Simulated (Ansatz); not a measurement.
Ansatz (a first-principles code) input (PBE0/STO-3G):

Ansatz 0.2 input:
```yaml
crystal:
  periodic: [false, false, false]
  atoms:
    - {symbol: K, position_ang: [-0.00000000, -0.00000000, -1.98622517]}
    - {symbol: K, position_ang: [0.00000000, 0.00000000, 1.98622517]}
basis:
  gaussian:
    orbitals: STO-3G
hamiltonian:
  xc: {name: PBE0}
```

Output:

```
Functional definition: PBE0
integrals: 0.01 GiB planned
315 factors; integrals over basis functions are off by at most 1.2e-4 eV
mean field: 0.08 GiB planned
mean field evaluation 1: about -32306.5032 eV, gradient 1.1e0 eV
mean field evaluation 2: about -32306.5168 eV, gradient 2.8e-1 eV
mean field evaluation 4: about -32306.5208 eV, gradient 2.2e-2 eV
mean field evaluation 8: about -32306.5208 eV, gradient 8.7e-5 eV
mean field -32306.52084884 eV, -1187.2427430485 hartree, gradient 3.6e-5 eV, S^2 0.000000; 0 other end points of the search recorded, 0 dependent functions left out
reference -32306.52087002 eV, -1187.2427438268 hartree; 19, 19 occupied and 7, 7 virtual orbitals, 315 factors
Total energy: -32306.52087002 eV, -1187.2427438268 hartree
```
